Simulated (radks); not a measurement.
Trend from Zr to Cd: ionisation energy by Delta-SCF between NIST ground configurations, and size. Calculated with a radial shooting solver on a logarithmic mesh with Libxc functionals: scalar-relativistic Kohn-Sham, r2SCAN, spin-polarised, spherical densities, finite nucleus; open shells are filled with parallel spins first (spin-orbit coupling, left out, can overturn this in heavy ions); meta-GGA in the generalised Kohn-Sham scheme; Fermi nuclear charge, rms radius of each element as measured or else 0.836 A^(1/3) + 0.57 fm.

| species | configuration | configuration of the ion | IE (eV) | NIST (eV) | kind | -e(HOMO) (eV) | outermost | <r> outermost (bohr) |
|---|---|---|---|---|---|---|---|---|
| Zr | [Kr] 4d2 5s2 | [Kr] 4d2 5s1 | 6.123 | 6.634 | exp. | 4.111 (5s) | 5s | 3.96 |
| Nb | [Kr] 4d4 5s1 | [Kr] 4d4 | 7.181 | 6.759 | exp. | 3.851 (4d) | 5s | 3.56 |
| Mo | [Kr] 4d5 5s1 | [Kr] 4d5 | 7.478 | 7.092 | exp. | 4.819 (4d) | 5s | 3.42 |
| Tc | [Kr] 4d5 5s2 | [Kr] 4d5 5s1 | 6.543 | 7.119 | exp. | 4.344 (5s) | 5s | 3.65 |
| Ru | [Kr] 4d7 5s1 | [Kr] 4d7 | 7.703 | 7.361 | exp. | 3.457 (4d) | 5s | 3.25 |
| Rh | [Kr] 4d8 5s1 | [Kr] 4d8 | 7.740 | 7.459 | exp. | 4.831 (4d) | 5s | 3.20 |
| Pd | [Kr] 4d10 | [Kr] 4d9 | 8.926 | 8.337 | exp. | 4.022 (4d) | 4d | 1.58 |
| Ag | [Kr] 4d10 5s1 | [Kr] 4d10 | 7.791 | 7.576 | exp. | 4.961 (5s) | 5s | 3.13 |
| Cd | [Kr] 4d10 5s2 | [Kr] 4d10 5s1 | 8.856 | 8.994 | exp. | 5.849 (5s) | 5s | 2.89 |

Reference values: NIST Atomic Spectra Database (exp. = measured, semi-emp. = semi-empirical, theory = theoretical value adopted there). Open shells are spherical and high-spin; term and fine-structure splittings are not resolved.
